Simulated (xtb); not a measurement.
Harmonic IR lines of one isomer of C6H5F3OSi, unscaled. These are GFN2-xTB run with xtb values and carry that method's errors.

wavenumber (cm⁻¹): 296 (w), 352 (w), 457 (w), 559 (w), 598 (w), 610 (m), 662 (vw), 695 (w), 726 (s), 777 (w), 786 (m), 891 (w), 913 (vw), 981 (w), 1011 (vs), 1052 (vs), 1099 (m), 1181 (m), 1240 (s), 1311 (vw), 1370 (vw), 1639 (w), 1746 (vs), 2308 (m), 2313 (vs), 2761 (m), 3101 (vw)

**Question.** Name which structure gives these lines.
(A) `O=CC1=CC=C(C(F)(F)F)[SiH2]1`
(B) `O=CC1=C(C(F)(F)F)C=C[SiH2]1`
(C) `O=CC1=C[SiH2]C(C(F)(F)F)=C1`
(D) `O=C[Si]1(C(F)(F)F)C=CC=C1`

**Answer.** C, `O=CC1=C[SiH2]C(C(F)(F)F)=C1`
